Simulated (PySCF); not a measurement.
**Si¹¹⁺: ionisation energy**

Si¹¹⁺ [He] 2s1 (2S) → Si¹²⁺ 1s2 (1S), as a difference of total energies. Calculation: PySCF 2.14, in an even-tempered Gaussian basis (17 s from 1.3 bohr⁻², ratio 2.2; 9 p from 2.1 bohr⁻², ratio 2.4; 6 d from 6.4 bohr⁻², ratio 2.4; 5 f from 9.6 bohr⁻², ratio 2.4; 5 g from 14 bohr⁻², ratio 2.4); the non-relativistic Hamiltonian (point nucleus). Correlated levels: nothing frozen; virtual orbitals above 40 to 60 times the deepest correlated orbital energy dropped. The calculations carry no spin-orbit coupling.

```tsv
method	ionisation energy (eV)
UHF	521.85
LDA	520.96
PBE0	522.85
r2SCAN	521.43
M06	520.94
MP2 (all electrons)	522.00
SCS-MP2 (all electrons)	521.98
```

Task: Estimate what PBEsol gives.

Result: 521.85 eV, closest to UHF among the rows shown.

Task: Estimate what PBE gives.

Result: 523.09 eV, closest to PBE0 among the rows shown.

These non-relativistic numbers lack the scalar-relativistic shift.

For comparison: 523.41 eV (theoretical estimate listed by NIST; NIST Atomic Spectra Database, ionization energies).
